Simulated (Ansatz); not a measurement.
Reaction (germylene formation by 1,1-elimination): `[NH2][Ge]([NH2])([OH])[F]` → `NN` + `[OH][Ge][F]`

Gas-phase electronic energies from Ansatz, PBE0-D4/def2-TZVP geometries. CCSD(T)/CBS adds triple-zeta CCSD(T) − MP2 to the extrapolated MP2 energy (def2 sets, frozen cores). This one scheme is used for every species. DFT in def2-TZVPP. B3LYP here is the variant with VWN-RPA as its local correlation; programs differ in this. HSE06 is defined as in plane-wave codes. For Ge outer-core shells are correlated without core-valence functions, which leaves a few kJ/mol of doubt a bond. Scalar relativity is left out up to krypton. Each species was taken in one conformer, which may not be the lowest.

`[NH2][Ge]([NH2])([OH])[F]`:

Cartesian coordinates in Å:
```
N 0.415 -0.762 1.415
Ge 0.114 0.232 -0.062
N -0.379 -0.855 -1.402
O -1.107 1.505 -0.040
F 1.615 1.098 -0.259
H -0.395 -1.226 1.798
H 0.930 -0.296 2.147
H 0.230 -1.635 -1.593
H -0.682 -0.407 -2.253
H -0.741 2.345 0.249
```

`NN`:

```xyz
6

N    -0.273    0.491   -0.484
N    -0.057   -0.688    0.270
H     0.190    1.301   -0.086
H     0.093    0.342   -1.414
H     0.836   -0.687    0.751
H    -0.789   -0.759    0.963
```

`[OH][Ge][F]`:

```xyz
4

O    -0.705   -0.099    0.798
Ge   -0.475    0.691   -0.770
F     1.138    0.050   -1.101
H     0.042   -0.643    1.072
```

| level | ΔE (kJ/mol) | difference from CCSD(T)/CBS |
| --- | --- | --- |
| LDA (SPW92) | 256.8 | -8.1 |
| PBE-D4 | 224.6 | -40.3 |
| revPBE-D4 | 220.5 | -44.4 |
| r2SCAN-D4 | 264.3 | -0.6 |
| B97M-V | 259.1 | -5.8 |
| B3LYP-D4 | 230.1 | -34.8 |
| r2SCANh-D4 | 269.9 | 5.0 |
| r2SCAN0-D4 | 278.0 | 13.1 |
| HSE06-D4 | 253.3 | -11.6 |
| BHLYP-D4 | 261.3 | -3.6 |
| CAM-B3LYP-D4 | 245.8 | -19.1 |
| ωB97X-V | 257.7 | -7.2 |
| ωB97M-V | 245.4 | -19.5 |
| B2PLYP | 247.0 | -17.9 |
| PBE-QIDH | 284.9 | 20.0 |
| PBE | 214.9 | -50.0 |
| revPBE | 197.9 | -67.0 |
| BLYP | 184.1 | -80.8 |
| r2SCAN | 261.8 | -3.1 |
| PBE0 | 244.7 | -20.2 |
| B3LYP | 214.6 | -50.3 |
| r2SCANh | 267.2 | 2.3 |
| r2SCAN0 | 275.0 | 10.1 |
| HSE06 | 245.4 | -19.5 |
| CAM-B3LYP | 237.2 | -27.7 |
| LC-ωPBE | 264.1 | -0.8 |
| RPA@PBE/def2-TZVPP | 254.2 | -10.7 |
| HF/def2-SVP | 260.1 | -4.8 |
| MP2/def2-SVP | 282.7 | 17.8 |
| HF/def2-TZVPP | 267.2 | 2.3 |
| MP2/def2-TZVPP | 296.5 | 31.6 |
| SCS-MP2/def2-TZVPP | 281.5 | 16.6 |
| CCSD/def2-TZVPP | 278.1 | 13.2 |
| CCSD(T)/def2-TZVPP | 278.3 | 13.4 |
| HF/def2-QZVPP | 265.7 | 0.8 |
| MP2/def2-QZVPP | 288.2 | 23.3 |
| SCS-MP2/def2-QZVPP | 275.5 | 10.6 |
| HF/CBS(def2) | 265.5 | 0.6 |
| MP2/CBS(def2) | 283.0 | 18.1 |
| CCSD/CBS(def2) | 264.6 | -0.3 |
| CCSD(T)/CBS | 264.9 | 0 |

Largest T1 diagnostic among the species: 0.015.

From r2SCAN to r2SCAN0 (25 % exact exchange), in def2-TZVPP and without D4, ΔE moves by +13.2 kJ/mol. Leaving LDA and LC-ωPBE aside and taking each functional with its dispersion term where it has one, the values, not all of them listed here, spread over 80.6 kJ/mol, from BLYP-D4 to PBE-QIDH. LDA lies +42.0 kJ/mol from PBE without D4. The D4 term adds +15.5 kJ/mol with B3LYP and +8.4 kJ/mol with PBE0; it sums over pairs of atoms, weighted by their polarisabilities, and B3LYP, whose exchange is more repulsive, gets the larger term.
